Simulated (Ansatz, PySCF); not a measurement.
propa-1,2-dienylcyclopropane (C6H8), SMILES C(=CC1CC1)=C. Atoms are numbered in the order given.

```xyz
14

C      2.9454    -0.2102     0.0000
C      1.6904     0.1594     0.0000
C      0.4307     0.5254     0.0000
C     -0.7282    -0.3966     0.0000
C     -1.9814    -0.0176    -0.7472
C     -1.9814    -0.0176     0.7472
H      3.4934    -0.3706     0.9355
H      3.4934    -0.3706    -0.9355
H      0.2041     1.6010     0.0000
H     -0.4619    -1.4571     0.0000
H     -2.5198    -0.8103    -1.2729
H     -1.9879     0.9463    -1.2640
H     -2.5198    -0.8103     1.2729
H     -1.9879     0.9463     1.2640
```

Coordinates come from a PBE0-D3(BJ)/def2-SVP optimisation. One conformer was computed; it need not be the lowest.

Two levels are set side by side: PBE-D3(BJ)/def2-SVP (Ansatz, a program for electronic structure) and PBE0-D3(BJ)/def2-SVP (Ansatz). Each level has its own optimised geometry; the coordinates shown are those of the second. Frequencies come from the Hessian of PySCF at each geometry. Differences are taken from unrounded values.

| quantity | PBE0-D3(BJ) |
|---|---|
| mean bond length (Å) | 1.241 |
| bond C1–C2 (Å) | 1.308 |
| bond C2–C3 (Å) | 1.312 |
| bond C3–C4 (Å) | 1.481 |
| bond C4–C5 (Å) | 1.507 |
| bond C4–C6 (Å) | 1.507 |
| bond C5–C6 (Å) | 1.494 |
| bond C1–H7 (Å) | 1.096 |
| bond C1–H8 (Å) | 1.096 |
| bond C3–H9 (Å) | 1.099 |
| bond C4–H10 (Å) | 1.093 |
| bond C5–H11 (Å) | 1.093 |
| bond C5–H12 (Å) | 1.094 |
| bond C6–H13 (Å) | 1.093 |
| bond C6–H14 (Å) | 1.094 |
| highest harmonic wavenumber (cm⁻¹) | 3253 |
| mean harmonic wavenumber (cm⁻¹) | 1450 |
| zero-point energy (kcal/mol) | 74.62 |

Q: What does PBE-D3(BJ) give, and how far is it from PBE0-D3(BJ)? (An estimate is asked for; the answer gives what the named calculation found.)

A: 
```
quantity                            PBE-D3(BJ)  PBE-D3(BJ) minus PBE0-D3(BJ)
----------------------------------  ----------  ----------------------------
mean bond length (Å)                     1.250                         0.009
bond C1–C2 (Å)                           1.317                         0.009
bond C2–C3 (Å)                           1.322                         0.010
bond C3–C4 (Å)                           1.487                         0.006
bond C4–C5 (Å)                           1.520                         0.013
bond C4–C6 (Å)                           1.520                         0.013
bond C5–C6 (Å)                           1.505                         0.010
bond C1–H7 (Å)                           1.105                         0.009
bond C1–H8 (Å)                           1.105                         0.009
bond C3–H9 (Å)                           1.108                         0.009
bond C4–H10 (Å)                          1.101                         0.008
bond C5–H11 (Å)                          1.101                         0.008
bond C5–H12 (Å)                          1.102                         0.008
bond C6–H13 (Å)                          1.101                         0.008
bond C6–H14 (Å)                          1.102                         0.008
highest harmonic wavenumber (cm⁻¹)        3161                           -92
mean harmonic wavenumber (cm⁻¹)           1400                           -50
zero-point energy (kcal/mol)             72.06                         -2.56
```

GGA bonds tend to be longer and softer than those of functionals with exact exchange. Differences between two approximate levels are no errors against the true value.
